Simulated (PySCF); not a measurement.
## Computed properties of H4Si2, SMILES [SiH][SiH3]

H₄Si₂, SMILES [SiH][SiH3] (connectivity only; charge and spin as stated), neutral, multiplicity 1. Coordinates come from a ωB97X-D3(BJ)/def2-TZVP optimisation. The isomer is the one that the SMILES or the coordinates give; other isomers of the formula were not compared. Other conformers were not sampled. All values are computed for the isolated molecule unless a solvent is named; none is compared with measurement here.

**Structure.** The optimised structure has Cs symmetry. All 12 harmonic modes at ωB97X-D3(BJ)/def2-TZVP (PySCF) are real, so it is a minimum.

**Vibrations.** The strongest infrared lines (harmonic, unscaled, degenerate partners summed) lie at 886 cm⁻¹ (219 km/mol, H 90 %, Si 10 %), 2079 cm⁻¹ (173 km/mol, H 97 %), 2234 cm⁻¹ (128 km/mol, H 96 %). The softest mode is at 79 cm⁻¹ and the zero-point energy is 19.4 kcal/mol.

**Electronic structure.** PBE0/def2-TZVPD (PySCF) places the frontier levels at -6.64 and -3.38 eV, a gap of 3.26 eV, and gives a dipole moment of 0.17 D and a mean polarisability of 67.9 bohr³. PBE/def2-TZVPD (PySCF) at the same geometry gives -5.68 and -4.26 eV, so its gap is 1.84 eV narrower. An orbital gap is neither the optical nor the fundamental gap.

**Excitations.** TDA-CAM-B3LYP/def2-TZVPD (PySCF) has S1 at 1.93 eV (644 nm, f = 0.007, weak); the most intense of the 10 singlets computed lies at 6.31 eV (f = 0.33). T1 (TDA) is at 0.81 eV, 1.12 eV under S1.

**NMR.** GIAO shifts at HF/pcSseg-2 (PySCF) (non-relativistic, atoms alike by connectivity averaged): ¹H from 4.0 to 20.3 ppm against TMS; ²⁹Si from -85.2 to 1131.9 ppm against TMS.
